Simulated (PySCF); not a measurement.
Ligand exchange on a metal centre used in film growth or etching (Ti Cl-H). Isolated molecules, 0 K electronic values unless said otherwise. All members: neutral, multiplicity 1. Level: B3LYP-D3(BJ)/def2-TZVP // r2SCAN-D4/def2-SVP (PySCF), beside PBE-D3(BJ)/def2-TZVP // r2SCAN-D4/def2-SVP (PySCF) at the same geometries. B3LYP has the VWN-RPA correlation part, as in Gaussian.  Orbital energies are measured against the vacuum level.

```csv
species,"HOMO, PBE (eV)","HOMO, B3LYP-D3(BJ) (eV)"
[Ti(Cl)4],-8.26,withheld
[Ti(Cl)3(H)],-8.05,-9.37
[Ti(Cl)2(H)2],-7.72,-9.08
[Ti(Cl)(H)3],-7.55,-8.84
[Ti(H)4],-7.43,-8.64
```

Problem. Fit y = a + b·x, y being the HOMO at the first level, to the 4 complete rows by least squares, with x = the PBE value in eV. Give a, b and the rms residual, and predict the withheld value.

Solution. Means of the 4 rows: x̄ = -7.6875, ȳ = -8.9825 eV. Σ(x − x̄)² = 0.21768 and Σ(x − x̄)(y − ȳ) = 0.25143, so b = 1.155 and a = ȳ − b·x̄ = -0.103 eV. The rms residual is 0.041 eV. At x = -8.26 the line gives -9.64 eV, outside the range of the fitted rows. The run for [Ti(Cl)4] gave -9.34 eV, so the line is off by 0.30 eV, more than twice the rms residual.

Codes: PySCF.
